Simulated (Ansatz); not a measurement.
`N[SiH2]N[SiH2]N`, 14 atoms. Charge 0, multiplicity 1. All runs use 4 threads of an Arm Neoverse V1 on a shared host. Correlated methods freeze the cores.

(1) How many basis functions does each run have, and how long does it take in Ansatz? RHF-CCSD(T)/def2-SVP energy; RKS LC-ωPBE/def2-TZVPP energy; RHF-MP2/def2-QZVPP energy; RKS ωB97M-V/def2-QZVPP energy; direct RPA on PBE orbitals/def2-TZVPP energy; RKS B2PLYP (frozen core)/def2-TZVPP energy; RKS PBE0-D4/def2-TZVP frequencies; RHF-CCSD(T)/def2-TZVPP energy; RKS PBE0-D4/def2-QZVPP energy; RKS PBE0-D4/def2-SVP energy; RKS HSE06 (plane-wave form)-D4/def2-TZVPP energy; RKS BHLYP-D4/def2-TZVPP energy. (Best estimate.)

Results:

(1) Computed: Other jobs shared the machine, so times are rough.

```json
{"level": "RKS PBE0-D4/def2-SVP", "job": "energy", "functions": "123", "wall time": "1.4 s", "peak host memory (GiB)": "0.31"}
{"level": "RKS LC-ωPBE/def2-TZVPP", "job": "energy", "functions": "303", "wall time": "3.6 s", "peak host memory (GiB)": "0.66"}
{"level": "RKS BHLYP-D4/def2-TZVPP", "job": "energy", "functions": "303", "wall time": "4.5 s", "peak host memory (GiB)": "0.89"}
{"level": "RKS HSE06 (plane-wave form)-D4/def2-TZVPP", "job": "energy", "functions": "303", "wall time": "5 s", "peak host memory (GiB)": "0.92"}
{"level": "direct RPA on PBE orbitals/def2-TZVPP", "job": "energy", "functions": "303", "wall time": "8 s", "peak host memory (GiB)": "0.84"}
{"level": "RKS B2PLYP (frozen core)/def2-TZVPP", "job": "energy", "functions": "303", "wall time": "8.5 s", "peak host memory (GiB)": "0.88"}
{"level": "RHF-CCSD(T)/def2-SVP", "job": "energy", "functions": "123", "wall time": "10 s", "peak host memory (GiB)": "0.68"}
{"level": "RKS PBE0-D4/def2-QZVPP", "job": "energy", "functions": "581", "wall time": "14 s", "peak host memory (GiB)": "2.5"}
{"level": "RKS ωB97M-V/def2-QZVPP", "job": "energy", "functions": "581", "wall time": "32 s", "peak host memory (GiB)": "2.8"}
{"level": "RHF-MP2/def2-QZVPP", "job": "energy", "functions": "581", "wall time": "44 s", "peak host memory (GiB)": "4.3"}
{"level": "RKS PBE0-D4/def2-TZVP", "job": "frequencies", "functions": "221", "wall time": "4 min", "peak host memory (GiB)": "0.63"}
{"level": "RHF-CCSD(T)/def2-TZVPP", "job": "energy", "functions": "303", "wall time": "17 min", "peak host memory (GiB)": "3.9"}
```

LC-ωPBE has ω = 0.4 bohr⁻¹.
